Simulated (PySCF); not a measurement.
Dissociation curve of BN, triplet.

Levels: UCCSD = CCSD on UHF/6-31G, 2 core orbitals frozen (PySCF); UHF/6-31G (PySCF); UHF/6-31G* = PySCF 2.14.0 with unrestricted Hartree-Fock/6-31G*, spherical d; UKS-B3LYP/6-31G* = unrestricted B3LYP/6-31G*, spherical d (PySCF).

Energies are in kJ/mol, each relative to the lowest point of its own curve near equilibrium.

| R / Å | UCCSD | UHF | UHF/6-31G* | UKS-B3LYP/6-31G* |
|---|---|---|---|---|
| 1.05 | 366.2 | 334.9 | 327.7 | 353.8 |
| 1.13 | ? | 148.7 | ? | 156.4 |
| 1.20 | 81.8 | ? | ? | 54.9 |
| 1.25 | 34.3 | 13.2 | 4.9 | 17.7 |
| 1.27 | 21.8 | 5.7 | 0.0 | 9.1 |
| 1.32 | ? | 0.0 | 0.6 | 0.0 |
| 1.37 | 0.0 | 8.6 | 34.3 | 4.8 |
| 1.41 | 4.8 | ? | 31.2 | 16.0 |

**Question.** What belongs in the gaps?

**Answer.** 
- 1.13, UCCSD: 199.3
- 1.13, UHF/6-31G*: 125.5
- 1.20, UHF: 48.3
- 1.20, UHF/6-31G*: 33.7
- 1.32, UCCSD: 3.6
- 1.41, UHF: 22.8

The scan ran from 1.05 to 5.21 Å; beyond the distances shown one of the unrestricted levels run for this scan, shown here or not, changes its spin distribution in one step. The unrestricted determinant behind UCCSD, UHF is spin-contaminated at 1.37 to 1.41 Å (<S²> up to 2.2, against 2.00 for a pure triplet). The unrestricted determinant behind UHF/6-31G* is spin-contaminated at 1.37 to 1.41 Å (<S²> up to 2.3, against 2.00 for a pure triplet).
